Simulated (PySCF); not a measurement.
Compound: ClFH4OSi2.
SMILES: `F[SiH2]O[SiH2]Cl`

Level of theory: EOM-IP-CCSD/aug-cc-pVDZ in PySCF, restricted Hartree–Fock reference, 17 core orbitals frozen, non-relativistic, gas phase, PBE0-D3(BJ)/def2-SVP geometry.

The vertical ionisation energies are 11.53, 11.86, 12.25, 12.49, 13.28, 14.36, 14.57, 14.74 eV.

Task: Which Hartree–Fock orbital leads each hole, and what is its Koopmans value −ε?

Result: 
```
leading hole (HF orbital)  Koopmans (eV)  EOM-IP-CCSD (eV)  change (eV)  one-hole share
                     HOMO          12.33             11.53        -0.80            0.95
                   HOMO-1          12.87             11.86        -1.01            0.95
                   HOMO-2          13.10             12.25        -0.85            0.95
                   HOMO-3          13.83             12.49        -1.34            0.95
                   HOMO-4          14.21             13.28        -0.93            0.95
                   HOMO-5          15.56             14.36        -1.20            0.94
                   HOMO-6          16.21             14.57        -1.64            0.94
                   HOMO-7          16.49             14.74        -1.75            0.94
```

Task: Does the order of the lines follow the orbital energies?

Result: Yes, no two lines change places. The corrections run from -1.75 to -0.80 eV, with a mean of -1.19 eV over the 8 lines; no line lies above its Koopmans value. Koopmans values leave out both the relaxation of the orbitals and the change in correlation energy.

Task: At what kinetic energies would He I light (21.22 eV) eject these electrons?

Result: 9.69 eV (HOMO), 9.36 eV (HOMO-1), 8.97 eV (HOMO-2), 8.73 eV (HOMO-3), 7.94 eV (HOMO-4), 6.86 eV (HOMO-5), 6.65 eV (HOMO-6), 6.48 eV (HOMO-7).

Task: What total energy has the lowest final state, and which wavelength reaches it?

Result: E(CCSD) + ionisation energy = -1215.01899 + 0.42372 = -1214.59527 Eh, at the geometry of the initial state. The threshold wavelength is 1239.84 eV nm/11.53 eV = 107.5 nm.

One root was sought for each valence orbital with −ε under 21 eV, eight at most, so deeper holes and satellites are missing; no vibrational structure.

The values belong to the conformer `[F:1][SiH2:2][O:3][SiH2:4][Cl:5]`: F1–Si2–O3–Si4 69°, Si2–O3–Si4–Cl5 55°.
